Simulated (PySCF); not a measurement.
Work out the structure from these simulated measurements.

Formula: H9NSi3.

| Property | Result |
| --- | --- |
| Rotational structure | rotational constants A, B, C: 3.120, 3.085, 1.640 GHz [PBE0-D3(BJ)/def2-TZVP] |
| 1H NMR | chemical shifts (computed TMS as zero) by class: 5.01 (9 H) ppm [GIAO PBE0/pcSseg-2] |
| NMR, other nuclei | isotropic shieldings of nuclei other than C and H, by class: 265 (1 N), 383 (3 Si) ppm [GIAO PBE0/pcSseg-2] |
| XPS | Si2p3/2 107.0 (×3), N1s 403.9, Si1s 1846.9 (×3) eV [ΔSCF SCAN, pcX-3 on the ionised atom, pcseg-2 elsewhere, spin-free X2C, 2p3/2 from a spin–orbit splitting computed afterwards within the 2p shell] |
| Dipole | 0.13 D [PBE0/pcSseg-2] |

The electronic properties come from PySCF, for the isolated species, density fitting. Levels stand in brackets. Geometry: PBE0-D3(BJ)/def2-TZVP; no solvent, vibrations or thermal averaging. NMR values are class means; diastereotopic atoms form classes of their own.

Q: Give a SMILES that accounts for the data.

A: Numbering: `[SiH3:1][N:2]([SiH3:3])[SiH3:4]`. Its formula, H9NSi3, gives 0 degrees of unsaturation, so no ring and no π bond. All hydrogens form one class (5.01 ppm): Si–H hydrogen. The other shieldings belong to: 265 ppm, nitrogen bridging silicon atoms [N2]; 383 ppm, SiH3 silicon [Si1/Si3/Si4]. The core levels belong to: Si2p3/2 107.0 eV, SiH3 silicon [Si1/Si3/Si4]; N1s 403.9 eV, nitrogen bridging silicon atoms [N2]; Si1s 1846.9 eV, SiH3 silicon [Si1/Si3/Si4]. One atom of each topological class was ionised and stands for its class. By its constants the optimised geometry is a nearly oblate symmetric top. Structure: `[SiH3]N([SiH3])[SiH3]`. The assignments are read from this structure; whether some other isomer fits the data as well wasn't checked.
